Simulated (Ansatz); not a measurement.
The cluster Zr₂Si₂, relaxed as a singlet with RKS B3LYP-D4/def2-SVP in Ansatz, starting from the GFN2-xTB geometry. Force threshold 0.02 eV/Å.

In the def2 sets Zr takes a core potential; there is no spin–orbit coupling. The restricted singlet is unstable towards broken spin symmetry at other levels; at B3LYP-D4/def2-SVP this wasn't settled. Another isomer (quintet) lies 1.00 eV lower at PBE0-D4/def2-TZVP; other spin states weren't run for this one.

Start:

| atom | x (Å) | y (Å) | z (Å) |
| --- | --- | --- | --- |
| Zr1 | 1.045 | 0.510 | 1.316 |
| Zr2 | -1.097 | 2.153 | -0.140 |
| Si3 | -0.757 | -0.696 | -1.106 |
| Si4 | 0.809 | -1.966 | -0.070 |

```tsv
step	energy (eV)	largest force component (eV/Å)	SCF passes
1	-18305.2490	3.744	82
2	-18306.8510	2.493	54
3	-18307.3695	1.495	53
4	-18307.4827	0.181	47
5	-18307.4861	0.052	47
6	-18307.4862	0.031	48
7	-18307.4863	0.002	39
```

Force components are those of the run's own axes.

End:

Cartesian coordinates in Å:
```
Zr 0.813 0.501 1.072
Zr -0.957 1.892 -0.117
Si -0.650 -0.475 -0.892
Si 0.795 -1.918 -0.063
```

By distances, no bond broke or formed. The bond that changes most is Zr1–Si3, from 3.25 to 2.64 Å (atoms count from 1).

No frequencies were taken in this run, so the end may be a saddle point.

Run time 33 s (2 threads of Arm Neoverse V1 on a shared host).
